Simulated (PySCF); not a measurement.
CdH2O, SMILES [OH][CdH].

Geometry: PBE0-D3(BJ)/def2-TZVP. The def2 effective core potentials stand for the cores of Cd; spin–orbit coupling is left out.

Level of theory: C-PCM-B3LYP/def2-TZVPD in PySCF.

The values are the electrostatic part of the solvation free energy, E(continuum) − E(gas) at the gas-phase geometry, in a cavity of scaled van der Waals radii (PySCF's table); cavitation and dispersion terms are not included. A continuum can't describe solvent molecules that bind to the metal. In vacuum the orbital gap is 6.61 eV. The dipole moment in vacuum is 1.75 D.

Computed values in water (ε = 78.36), acetone (ε = 20.49), 1-octanol (ε = 9.86):
| solvent | ε | ΔG(elec) (kcal/mol) | dipole (D) | gap (eV) |
|---|---|---|---|---|
| water | 78.36 | -12.3 | 2.33 | 7.06 |
| acetone | 20.49 | -11.7 | 2.30 | 7.04 |
| 1-octanol | 9.86 | -11.0 | 2.26 | 7.02 |
